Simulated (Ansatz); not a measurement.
`C=[N][GeH2][NH2]`. The species carries charge 0 and has multiplicity 1. Correlated methods include outer-core shells of Ge, which these sets cover unevenly. Scalar relativity is left out up to krypton.

Cartesian coordinates in Å:
```
C -1.997 -0.167 -0.142
N -1.032 0.009 0.646
Ge 0.680 -0.520 0.104
N 1.860 0.878 0.106
H -3.008 0.143 0.151
H -1.919 -0.625 -1.143
H 0.596 -1.075 -1.336
H 1.175 -1.546 1.130
H 1.625 1.622 -0.536
H 2.021 1.279 1.019
```

(1) Give the diagnostics of a CCSD(T)/def2-TZVPP run (frozen core, the Gaussian-basis code of Ansatz). (Estimate.)

## Answers

(1) The calculation gave: T1 = 0.0120, largest single amplitude 0.013, largest double 0.028, (T) share of the correlation energy 4.0 %, 10 CCSD cycles. The RHF solution is stable towards an unrestricted one. T1 lies under the customary mark of 0.02 for closed shells.
